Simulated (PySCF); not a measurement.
# C₆ coefficients of unlike pairs at UHF

Calculated with PySCF 2.14 from the dipole response of each species, C₆(A,B) = (3/π) ∫ α_A(iu) α_B(iu) du, in atomic units, from isotropic polarisabilities. For ions this is the dispersion term alone; charge-induced terms of lower order in 1/R come first.

```tsv
species	configuration	basis	relativity	α (bohr³)	C₆ (like pair)
V²⁺	[Ar] 3d3 (4F)	aug-cc-pVTZ with one added diffuse shell each of s, p, d, f, g type (9s8p6d4f3g)	none	3.925	11.84
O⁺	[He] 2s2 2p3 (4S)	aug-cc-pVTZ with one added diffuse shell each of s, p, d, f type (6s5p4d3f)	none	2.638	4.997
Be²⁺	1s2 (1S)	aug-cc-pVDZ (4s3p2d)	none	0.02003	0.001411
W	[Xe] 4f14 5d4 6s2 (5D)	def2-QZVPPD with the def2 core potential (60 electrons) (7s6p4d3f2g)	core potential	100.3	1233
```

Task: Estimate C₆ for W with V²⁺.

Result: The integral gives 93.19. The combination rule 2 C_A C_B / (C_A α_B/α_A + C_B α_A/α_B) gives 83.21 and the geometric mean 120.8.

No spin-orbit coupling is included.

The other pairs:

```tsv
pair	C₆
W, Be²⁺	0.6176
W, O⁺	62.11
Be²⁺, O⁺	0.06823
O⁺, V²⁺	7.676
Be²⁺, V²⁺	0.1094
```
